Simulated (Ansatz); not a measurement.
Input for Ansatz (a first-principles code): R-B2PLYP/def2-TZVPP on N2 (SMILES N#N).

Ansatz 0.2 input:
```yaml
crystal:
  periodic: [false, false, false]
  atoms:
    - {symbol: N, position_ang: [0.00000000, -0.00000000, 0.54545039]}
    - {symbol: N, position_ang: [-0.00000000, 0.00000000, -0.54545039]}
basis:
  gaussian:
    orbitals: def2-TZVPP
hamiltonian:
  xc: {name: B2PLYP}
magnetization: {spin_polarized: false}
correlation: {electrons: outside_noble_gas}
scf: {lower_state_search: off}
```

Output:

```
WARN ansatz: RAYON_NUM_THREADS=4 ignored (pool sized by the plan → 4); use --threads N
Functional definition: B2PLYP
these checks for a lower state are left out or cut short: stability, starts, cluster_reference, orbital_swaps, neighbouring_geometries, increment
integrals: 0.01 GiB planned
397 factors; integrals over basis functions are off by at most 9.2e-4 eV
mean field: 0.12 GiB planned
mean field evaluation 1: about -2975.8496 eV, gradient 1.6e1 eV
mean field evaluation 2: about -2975.8549 eV, gradient 1.6e1 eV
mean field evaluation 4: about -2976.3488 eV, gradient 5.8e-1 eV
mean field evaluation 8: about -2976.3492 eV, gradient 2.9e-4 eV
mean field -2976.34922546 eV, -109.3788165939 hartree, gradient 2.7e-6 eV, S^2 0.000000; 0 other end points of the search recorded, 0 dependent functions left out
2 core orbitals not correlated
reference -2976.34932748 eV, -109.3788203430 hartree; 5, 5 occupied and 55, 55 virtual orbitals, 397 factors
second order -12.50744860 eV of doubles, -0.00000000 eV of singles
Total energy: -2979.72633861 eV, -109.5029232127 hartree
Checks for a lower state left out: stability, starts, cluster_reference, orbital_swaps, neighbouring_geometries, increment
```

The run converged.

Cost: roughly 0.4 core-seconds.
